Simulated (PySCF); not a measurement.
**Nuclear quadrupole coupling in `B1CCCC1`**

C4H9B.
Z-matrix (Å and degrees, PBE0-D3(BJ)/def2-SVP geometry), rows numbered from 1:
```
B 
C   1  1.5682
C   2  1.5357  1  104.63
C   3  1.5330  2  105.25  1    29.53
C   4  1.5357  3  105.23  2   -37.30
H   1  1.2098  2  126.40  3   168.66
H   2  1.1137  1  102.23  3   114.59
H   2  1.1005  1  118.09  3  -130.51
H   3  1.1018  2  113.94  1   153.43
H   3  1.1046  2  109.20  1   -87.81
H   4  1.1045  3  109.39  2    79.91
H   4  1.1018  3  112.64  2  -162.01
H   5  1.1005  1  118.12  2  -141.70
H   5  1.1138  1  102.13  2   103.47
```

Field gradients from the PBE0/pcSseg-1 density (PySCF, non-relativistic), principal values in atomic units, ordered |Vxx| ≤ |Vyy| ≤ |Vzz|:

```
atom      Vxx      Vyy     Vzz
  B1  -0.2945  -0.3117  0.6061
```

Find the asymmetry η = (Vxx − Vyy)/Vzz and the couplings χ = eQV/h (234.96 MHz × Q in barn × V in au), with Q(11B) = 0.04059 b.

| atom | environment | nucleus | η | χzz (MHz) | χxx (MHz) | χyy (MHz) |
| --- | --- | --- | --- | --- | --- | --- |
| B1 | three-coordinate boron | 11B | 0.03 | 5.78 | -2.81 | -2.97 |

The gradient is axial or nearly so (η below 0.05) at B1. 

What is Vzz at B1 in SI units (1 au = 9.71736 × 10²¹ V/m²)?

0.6061 au = 5.890 × 10²¹ V/m².

And the gradient at the other heavy atoms, for which no coupling is worked out here?

```csv
atom,environment,Vzz (au),η
C2,sp3 carbon bound to boron,-0.191,0.43
C3,ring CH2 carbon,0.054,0.71
C4,ring CH2 carbon,0.054,0.71
C5,sp3 carbon bound to boron,-0.191,0.43
```

Were the hydrogens deuterons (Q(2H) = 0.00286 b), χzz would run from 135 kHz (H6) to 201 kHz (H13 and H8).

One conformer (not necessarily the lowest) at the PBE0-D3(BJ)/def2-SVP geometry, without solvent, vibrations or thermal averaging. The basis is small and wasn't made for field gradients, so the couplings can be 20 % off.
